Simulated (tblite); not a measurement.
A structure optimised at GFN2-xTB (Å):
```
atom  x, y, z in Å
C1    -2.836   -1.760    1.615
C2    -2.167   -0.899    1.124
C3    -1.382    0.149    0.489
C4    -1.886    0.408   -0.920
C5    -2.024    1.615   -1.431
Si6    0.457   -0.368    0.403
C7     0.851   -2.112   -0.187
C8     1.785    0.920    0.809
C9     2.813    1.117   -0.317
H10   -3.440   -2.493    2.063
H11   -1.495    1.070    1.078
H12   -2.157   -0.474   -1.481
H13   -2.414    1.761   -2.423
H14   -1.777    2.510   -0.882
H15    0.919   -2.802    0.655
H16    0.071   -2.496   -0.847
H17    1.798   -2.163   -0.724
H18    1.322    1.887    1.034
H19    2.321    0.619    1.714
H20    2.335    1.446   -1.235
H21    3.529    1.879   -0.019
H22    3.366    0.205   -0.520
```

Charge +1, singlet.

Task: Read off the bonds between heavy atoms and their formal orders.

Result: C1–C2 1.20 Å (triple); C2–C3 1.46 Å (single); C3–C4 1.52 Å (single); C4–C5 1.32 Å (double); C3–Si6 1.91 Å (single); Si6–C7 1.88 Å (single); Si6–C8 1.89 Å (single); C8–C9 1.54 Å (single). Bonds to hydrogen (Å): C1–H10 1.05; C3–H11 1.10; C4–H12 1.08; C5–H13 1.08; C5–H14 1.08; C7–H15 1.09; C7–H16 1.09; C7–H17 1.09; C8–H18 1.10; C8–H19 1.09; C9–H20 1.09; C9–H21 1.09; C9–H22 1.09.

Task: Which species is it?

Result: `C#C[C@H](C=C)[Si+](C)CC`, [C8H13Si]+. Among its features: alkyne, C=C double bond and C–Si bond.

Task: What is the point group of this geometry?

Result: C1 (no symmetry element, even within 0.4 Å).

Task: Describe the place of each heavy atom.

Result: C1: terminal alkyne carbon; C2: alkyne carbon; C3: sp3 carbon bound to silicon; C4: alkene CH carbon; C5: terminal =CH2 carbon; Si6: silicon bonded to 3 C; C7: Si-methyl carbon; C8: sp3 carbon bound to silicon; C9: methyl carbon.

Task: What is the arrangement about C9?

Result: It has 4 neighbours (C8, H20, H21, H22) and is tetrahedral (angles from 107.8° to 111.7°).

Task: What is the arrangement about C2?

Result: It has 2 neighbours (C1, C3) and is linear (angle 178.2°).

These are computed values.
